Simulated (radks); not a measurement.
Task: Neutral erbium: order these configurations by energy. Method: scalar-relativistic Kohn-Sham, LDA (Slater exchange, Perdew-Wang correlation), spin-polarised, spherical densities, finite nucleus; Fermi nuclear charge, rms radius of each element as measured or else 0.836 A^(1/3) + 0.57 fm; computed with a radial shooting solver on a logarithmic mesh with Libxc functionals. Open shells are filled with parallel spins first. [Xe] 4f11 5d1 6s2; [Xe] 4f11 6s2 6p1; [Xe] 4f12 5d1 6s1; [Xe] 4f12 6s1 6p1; [Xe] 4f12 6s2.

Result: From the lowest, in eV above it: [Xe] 4f12 6s2 0.000; [Xe] 4f12 6s1 6p1 2.425; [Xe] 4f12 5d1 6s1 2.450; [Xe] 4f11 5d1 6s2 3.591; [Xe] 4f11 6s2 6p1 5.167.
